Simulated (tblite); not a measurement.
C6H11NOSi.
Cartesian coordinates in Å at the GFN2-xTB level; atoms count from 1:
```
atom  x, y, z in Å
C1     2.377    0.436    0.080
C2     1.177   -0.510    0.026
O3     1.377   -1.644    0.851
C4    -0.082    0.182    0.527
Si5   -0.836    1.659   -0.434
C6    -2.337    0.515   -0.125
C7    -1.404   -0.623    0.368
C8    -1.314   -1.655   -0.625
N9    -1.273   -2.457   -1.440
H10    3.276   -0.072   -0.263
H11    2.538    0.773    1.101
H12    2.199    1.300   -0.555
H13    1.026   -0.835   -1.017
H14    2.121   -2.154    0.516
H15    0.073    0.398    1.587
H16   -0.809    2.949    0.251
H17   -0.425    1.769   -1.832
H18   -2.947    0.229   -0.980
H19   -3.012    0.842    0.663
H20   -1.730   -1.092    1.300
```

All values are computed: GFN2-xTB (tblite) harmonic vibrations without scaling, gas phase. The method is semi-empirical: single wavenumbers can be off by several per cent or more. Modes of hydrogen on silicon can be 10 to 20 % off. One conformer, not necessarily the lowest.

Harmonic wavenumbers (cm⁻¹): 36.0, 68.1, 116.4, 156.0, 191.9, 205.6, 275.5, 295.7, 320.2, 371.2, 432.5, 448.2, 472.4, 473.4, 560.7, 623.8, 647.1, 702.0, 741.0, 759.0, 789.8, 861.6, 922.9, 964.7, 1017.4, 1040.1, 1076.0, 1085.0, 1105.5, 1122.2, 1146.0, 1181.0, 1204.5, 1214.7, 1270.0, 1293.5, 1323.8, 1361.9, 1401.5, 1463.6, 1485.1, 1494.0, 2284.0, 2289.0, 2399.2, 2846.7, 2941.7, 2955.4, 3003.5, 3014.0, 3022.5, 3037.5, 3039.9, 3560.4.

A = 1603, B = 1344, C = 857.9 MHz; mass 141.061 u (most abundant isotopes); point group C1, symmetry number 1.

What is the zero-point energy?

Half the sum of the wavenumbers: 34058 cm⁻¹ = 97.38 kcal/mol.

Entropy at 298.15 K, 1 bar (ideal gas, RRHO, classical rotation)?

Translation 40.77, rotation 29.54, vibration 31.71: S = 102.0 cal/(mol K).

And Cp and H(298.15 K) − H(0)?

Cp = 42.42 cal/(mol K), of which vibrations give 34.47 (their classical limit is 54 R = 107.3); H(298.15 K) − H(0) = 7.44 kcal/mol without the zero-point energy, 5.07 from vibrations.

Which modes carry the vibrational entropy at 298.15 K?

36.0 cm⁻¹: 5.47; 68.1 cm⁻¹: 4.21; 116.4 cm⁻¹: 3.16; 156.0 cm⁻¹: 2.60; 191.9 cm⁻¹: 2.21; 205.6 cm⁻¹: 2.08 cal/(mol K); the other 48 give 11.98 together.

What must be added to the electronic energy to get the Gibbs energy at 298.15 K and 1 bar?

ZPE + [H(298.15 K) − H(0)] − T·S = 97.38 + 7.44 − 30.42 = 74.40 kcal/mol.

Hindered rotation and anharmonicity are outside this model. Other conformers, if any are populated, would add a mixing term that is left out. The structure is chiral; the term R ln 2 for an equal mix with its mirror image is left out.
